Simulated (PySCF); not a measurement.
A structure optimised at PBE-D3(BJ)/def2-SVP, used in a PySCF frequency run:

```
C
H 1 1.1104
H 1 1.1121 2 106.47
C 1 1.5338 2 109.27 3 118.49
H 4 1.1112 1 108.22 2 -54.41
H 4 1.1118 5 105.97 1 -116.57
C 4 1.5301 5 109.50 6 -118.06
H 7 1.1085 4 111.28 5 54.28
H 7 1.1094 8 106.92 4 -122.45
H 7 1.1108 8 107.46 9 -115.23
C 1 1.5456 2 108.54 3 -115.72
H 11 1.1119 1 109.26 2 57.86
H 11 1.1125 12 105.51 1 -118.10
C 11 1.4612 12 109.08 13 -116.83
C 14 1.2233 13 150.55 11 -177.46
H 15 1.0805 13 161.07 11 -179.76
```

Problem. Write its SMILES and formula.

Solution. C#CCCCC, C₆H₁₀

Problem. What are its rotational constants (standard atomic weights)?

Solution. 5.7560, 2.0885, 1.8421 GHz
